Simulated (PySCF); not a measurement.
`B1NBN(C2CC2)BN1` in a uniform electric field

Species: C₃H₁₀B₃N₃.
Geometry (PBE0-D3(BJ)/def2-SVP, Å), atoms numbered from 1 in this order:
```xyz
19
C3H10B3N3 angstrom
B      2.630   -1.078   -0.017
N      1.686   -1.742    0.820
B      0.326   -1.329    0.931
N     -0.115   -0.205    0.159
C     -1.469    0.270    0.297
C     -2.328    0.455   -0.915
C     -2.620   -0.655    0.053
B      0.805    0.502   -0.683
N      2.154    0.044   -0.755
H      3.778   -1.449   -0.097
H      1.990   -2.541    1.361
H     -0.441   -1.916    1.659
H     -1.605    1.005    1.099
H     -2.995    1.319   -0.950
H     -1.890    0.182   -1.879
H     -2.378   -1.674   -0.261
H     -3.495   -0.578    0.703
H      0.444    1.463   -1.320
H      2.797    0.541   -1.357
```

Level: B3LYP/def2-SVPD (PySCF); nuclei fixed, core orbitals frozen in the response. Permanent dipole (-0.008, 0.025, 0.026) D (1 au = 2.5417 D). Static polarisability (au):

```
x   114.55  -6.92  -2.83
y    -6.92  87.59 -13.53
z    -2.83 -13.53  81.49
```

Only the terms in μ and α are kept: μ(F) = μ + αF and ΔE = −μ·F − ½ F·αF.

Question: What do fields of 0.051 V/Å (0.001 au) along the six axis directions do?

Answer: 
```
field along  induced x (D)  induced y (D)  induced z (D)  total size (D)  −μ·F (kJ/mol)  −½F·αF (kJ/mol)
         +x          0.291         -0.018         -0.007           0.284         +0.008           -0.150
         −x         -0.291          0.018          0.007           0.304         -0.008           -0.150
         +y         -0.018          0.223         -0.034           0.249         -0.026           -0.115
         −y          0.018         -0.223          0.034           0.207         +0.026           -0.115
         +z         -0.007         -0.034          0.207           0.234         -0.027           -0.107
         −z          0.007          0.034         -0.207           0.191         +0.027           -0.107
```

Question: For the field (0.0008, 0.0009, -0.0005) au, what is the induced dipole, and what angle does it make with the field?

Answer: αF = (0.221, 0.203, -0.140) D, at 5.8° to the field. The polarisability along this direction, F·αF/F², is 99.48 au, against a mean of 94.54 au.

Question: A unit point charge sits 9 Å away. Estimate the induction energy −αe²/2R⁴ with the mean polarisability, treating the molecule as a point.

Answer: R = 17.01 bohr, so the energy is −94.5/(2 × 17.01⁴) Eh = -1.48 kJ/mol.

Geometry: PBE0-D3(BJ)/def2-SVP, one conformer, isolated molecule.
